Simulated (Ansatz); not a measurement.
`CBC(C)C` → `CBCC` + `[CH2]` (triplet) at 400 K and 1 bar (formal loss of a carbene).

Computed with Ansatz on PBE0-D4/def2-TZVP structures; ΔE is electronic, products minus reactants. CCSD(T)/CBS adds triple-zeta CCSD(T) − MP2 to the extrapolated MP2 energy (def2 sets, frozen cores). This one scheme is used for every species. Triplets are unrestricted, without spin–orbit coupling. One conformer a species, not always the lowest.

```tsv
species	CCSD(T)/CBS energy (Eh)	H − E (kJ/mol)	S (J/(mol·K))
`CBC(C)C`	-183.62972	408.8	400.2
`CBCC`	-144.37049	328.2	357.2
`[CH2]` (triplet)	-39.09499	59.0	205.7
```

H − E and S are ideal-gas, rigid-rotor, harmonic terms from PBE0-D4/def2-TZVP, for one conformer and one mirror image of each species, with the whole ground term of open shells counted as degenerate. 1 Eh = 2625.50 kJ/mol, R = 8.31446 J/(mol·K).

**Question.** By hand: ΔE, ΔH, ΔS and ΔG.

**Answer.** ΔE = (-144.37049) + (-39.09499) − (-183.62972) = 0.16424 Eh = 431.2 kJ/mol. Δ(H − E) = 328.2 + 59.0 − 408.8 = -21.6, so ΔH = 409.6 kJ/mol. ΔS = 357.2 + 205.7 − 400.2 = 162.7 J/(mol·K). ΔG = 409.6 − 400 × (162.7)/1000 = 344.5 kJ/mol.

**Question.** By hand: the equilibrium constant, and the temperature at which ΔG would vanish if ΔH and ΔS stayed fixed.

**Answer.** log₁₀ K = −ΔG/(RT ln 10) = -45.0. ΔG = 0 at ΔH/ΔS = 2518 K, far beyond where these terms or the molecules hold.

The number of gas molecules changes by +1, which sets the sign of ΔS. A doubt of 5 kJ/mol in ΔE shifts log₁₀ K by 0.7 here. Other conformers and mirror images would add mixing entropy, several J/(mol·K) or more a flexible species. Modes under 60 cm⁻¹, often nearly free rotors, make the harmonic entropy too high. A triplet takes part, so the spin changes. These are equilibria of isolated gas molecules and say nothing of rates. Largest T1 diagnostic: 0.011 (customary marks: 0.02 for closed shells, 0.045 for open ones).
